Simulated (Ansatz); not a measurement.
Start from `BN([SiH3])[SiH3]` and change one atom or group to get `FBN([SiH3])[SiH3]`.

Ansatz, PBE0-D4/def2-TZVP geometries, multiplicity 1. Each molecule was computed in one conformer, which needn't be the lowest.

| property | `BN([SiH3])[SiH3]` |
| --- | --- |
| LUMO energy (PBE/def2-TZVPP) / eV | -1.65 |
| LUMO energy (PBE0/def2-TZVPP) / eV | -0.69 |
| size of the dipole moment (PBE/def2-TZVPP) / D | 0.84 |
| HOMO energy (PBE/def2-TZVPP) / eV | -7.22 |
| HOMO–LUMO gap (PBE/def2-TZVPP) / eV | 5.57 |
| LUMO energy (ωB97M-V/def2-TZVPP) / eV | 1.14 |

Task: Give the same properties after the change, and the shifts. (Estimate.)

Result: The calculation gave: 
```csv
property,`FBN([SiH3])[SiH3]`,shift
LUMO energy (PBE/def2-TZVPP) / eV,-1.02,0.63
LUMO energy (PBE0/def2-TZVPP) / eV,-0.07,0.62
size of the dipole moment (PBE/def2-TZVPP) / D,1.20,0.36
HOMO energy (PBE/def2-TZVPP) / eV,-7.14,0.08
HOMO–LUMO gap (PBE/def2-TZVPP) / eV,6.12,0.55
LUMO energy (ωB97M-V/def2-TZVPP) / eV,1.61,0.47
```

Dipoles are sizes alone; their direction can turn.
